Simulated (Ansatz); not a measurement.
Cl$_{4}$Hf, charge +1, doublet, at a GFN2-xTB geometry (such geometries of metal compounds can be far from the true shape) (the multiplicity is a formal guess) (core potentials on Hf). Base run: B3LYP/def2-SV(P) (Ansatz, a quantum-chemistry and plane-wave program).

Input for Ansatz:
Ansatz 0.2 input:
```yaml
crystal:
  periodic: [false, false, false]
  atoms:
    - {symbol: Hf, position_ang: [0.08059217, 0.15974524, -0.31583395]}
    - {symbol: Cl, position_ang: [1.88800078, -1.40121046, -0.41401023]}
    - {symbol: Cl, position_ang: [0.89132428, 0.80531236, 1.70529365]}
    - {symbol: Cl, position_ang: [-1.81572992, 1.54446166, 0.13078682]}
    - {symbol: Cl, position_ang: [-1.30492670, -1.62513166, -0.08442056]}
basis:
  gaussian:
    orbitals: def2-SV_P_.json
hamiltonian:
  xc: b3lyp
total_charge: 1
magnetization: {spin_polarized: true, initial_magnetization: 1}
```
The basis file holds def2-SV(P) in the JSON format of the Basis Set Exchange.

The base run was repeated with changes; each row names its change, and settings that it needs were set with it.

| change | basis functions | E (Eh) | outcome |
|---|---|---|---|
| base | 97 | -1888.16307 | converged |
| basis = ANO-RCC-VDZP; relativity = none | 140 | -14615.43142 | converged |
| basis = x2c-SVPall; relativity = spin-free X2C | 138 | -16925.60351 | converged |
| basis = x2c-SVPall; relativity = none | 138 | -14767.77340 | converged |
| basis = x2c-SVPall; relativity = spin-free X2C; nucleus = Gaussian | 138 | -16924.06085 | converged |
| basis = ANO-RCC-VDZP; relativity = spin-free X2C | 140 | -16926.92141 | converged |
| basis = ANO-RCC-VDZP; relativity = spin-free X2C; nucleus = Gaussian | - | - | cut at the time limit |

Totals shift with the method and basis; they matter in differences.

Ansatz warned in this series: the basis is contracted for relativity, which the run leaves out.

Basis sets contracted for a relativistic Hamiltonian are a mismatch without it, so the rows without relativity aren't non-relativistic limits. No row has spin-orbit coupling; sets with core potentials leave out the core electrons.
